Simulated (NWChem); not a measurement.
Species: C$_{5}$H$_{5}$N; SMILES N#CC(=C=C)C

Question: Give the equilibrium geometry at PBE0/def2-SVP (NWChem) as a list of bonds and angles, with the point group.

Answer: point group Cs; any orientation.
Bond lengths (Å): C1–C2 1.303, C1–H7 1.096, C1–H8 1.096, C2–C3 1.321, C3–C4 1.509, C3–C5 1.436, C4–H9 1.101, C4–H10 1.101, C4–H11 1.097, C5–N6 1.160. Angles (°): C2–C1–H7 121.2, C2–C1–H8 121.2, H7–C1–H8 117.7, C1–C2–C3 179.6, C2–C3–C4 123.8, C2–C3–C5 118.6, C4–C3–C5 117.6, C3–C4–H9 110.5, C3–C4–H10 110.5, C3–C4–H11 110.5, H9–C4–H10 107.6, H9–C4–H11 108.9, H10–C4–H11 108.9, C3–C5–N6 177.9.
